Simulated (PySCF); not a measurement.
Species: CH6Al2Cl2O.
Numbering: `[CH3:1][O:2][AlH-:3]1[Cl+:4][AlH2-:5][Cl+:6]1` (hydrogens: H7, H8, H9 on C1; H10 on Al3; H11, H12 on Al5)

Method: PBE0-D3(BJ)/def2-SVP geometry optimisation, gas phase in PySCF 2.14.0; density fitting, grid level 1; the optimiser is geomeTRIC in internal coordinates, started from a GFN2-xTB structure with every atom displaced at random (about 0.01 Å).

Step 15: E = -41394.3469 eV
```
atom  x, y, z in Å  |  force x, y, z in eV/Å
C1     -2.0557   -0.9932    0.1611   -0.040  -0.002   0.011
O2     -1.6914    0.3414    0.2516    0.072   0.025  -0.009
Al3    -0.3621    1.3756    0.1663   -0.041  -0.020  -0.023
Cl4     1.2041    0.7979    1.7783   -0.041  -0.048  -0.047
Al5     2.5750   -0.0997    0.1372   -0.037   0.084  -0.016
Cl6     1.0792    0.6069   -1.4811    0.011   0.000   0.053
H7     -1.2679   -1.6776    0.5296   -0.009   0.013  -0.012
H8     -2.9638   -1.1801    0.7596    0.006  -0.006   0.008
H9     -2.2870   -1.2762   -0.8819    0.026  -0.012  -0.002
H10    -0.5244    2.9296    0.0810    0.016   0.005   0.020
H11     2.4904   -1.6704    0.2396    0.007  -0.008   0.000
H12     3.8486    0.8204    0.0162    0.031  -0.034   0.017
```

Step 16: E = -41394.3356 eV
```
atom  x, y, z in Å  |  force x, y, z in eV/Å
C1     -2.1316   -0.9505    0.1796   -0.139   0.087   0.025
O2     -1.7504    0.3836    0.2534    0.190  -0.043  -0.101
Al3    -0.3295    1.3001    0.1527   -0.271   0.085  -0.057
Cl4     1.1251    0.5658    1.7672    0.179  -0.031  -0.015
Al5     2.6524   -0.0773    0.1258   -0.161   0.151  -0.013
Cl6     1.0784    0.4814   -1.4913    0.044  -0.062   0.060
H7     -1.3713   -1.6381    0.5935    0.019  -0.023   0.007
H8     -3.0642   -1.1049    0.7498    0.017  -0.029   0.003
H9     -2.3328   -1.2534   -0.8641    0.029  -0.033   0.006
H10    -0.3880    2.8629    0.0514    0.033  -0.022   0.053
H11     2.8045   -1.6434    0.1924    0.007  -0.013  -0.005
H12     3.7524    1.0486    0.0469    0.053  -0.066   0.037
```

Step 17: E = -41394.3459 eV
```
atom  x, y, z in Å  |  force x, y, z in eV/Å
C1     -2.0828   -0.9724    0.1744   -0.108   0.063   0.016
O2     -1.7257    0.3671    0.2511    0.126  -0.016  -0.076
Al3    -0.3503    1.3452    0.1544   -0.168   0.052  -0.035
Cl4     1.1489    0.6788    1.7712    0.078  -0.055  -0.053
Al5     2.6056   -0.0945    0.1299   -0.100   0.125  -0.010
Cl6     1.0808    0.5636   -1.4906    0.029  -0.046   0.072
H7     -1.3023   -1.6478    0.5712    0.016  -0.012   0.007
H8     -3.0034   -1.1498    0.7570    0.019  -0.020   0.007
H9     -2.2929   -1.2729   -0.8682    0.031  -0.021   0.004
H10    -0.4639    2.9046    0.0606    0.027  -0.013   0.041
H11     2.6236   -1.6683    0.2051    0.010  -0.009  -0.002
H12     3.8075    0.9211    0.0414    0.038  -0.048   0.030
```

Problem. Estimate the geometry and energy of step 18. (The exact step hangs on the optimiser's Hessian estimate; all steps are aligned on step 17, rigid shifts and turns removed.)

Solution. E = -41394.3493 eV, largest force 0.132 eV/Å
```
atom  x, y, z in Å  |  force x, y, z in eV/Å
C1     -2.0772   -0.9837    0.1746   -0.061   0.064   0.017
O2     -1.7080    0.3525    0.2438    0.066  -0.022  -0.075
Al3    -0.3549    1.3567    0.1489   -0.125   0.038  -0.019
Cl4     1.1574    0.7134    1.7657    0.059  -0.051  -0.025
Al5     2.5972   -0.0897    0.1301   -0.063   0.072   0.001
Cl6     1.0935    0.6003   -1.4918    0.024  -0.034   0.044
H7     -1.2961   -1.6629    0.5631    0.019  -0.011   0.008
H8     -2.9912   -1.1545    0.7694    0.014  -0.009   0.001
H9     -2.3000   -1.2861   -0.8648    0.023  -0.009   0.003
H10    -0.4863    2.9150    0.0632    0.016  -0.011   0.032
H11     2.5722   -1.6644    0.2025    0.008  -0.002  -0.005
H12     3.8385    0.8781    0.0528    0.022  -0.025   0.018
```

The energy changes by -0.0034 eV. The first-order estimate −F·Δx gives -0.0055 eV and the mean of the old and new forces, exact on a quadratic surface, -0.0040 eV. The step makes an angle of 82° with the force vector and moves no atom by more than 0.054 Å.

What follows is the cost of the whole optimisation. On an Arm Neoverse V1 with one thread, no GPU, shared host, this took 3.2 min and 0.55 GiB of memory at its peak.
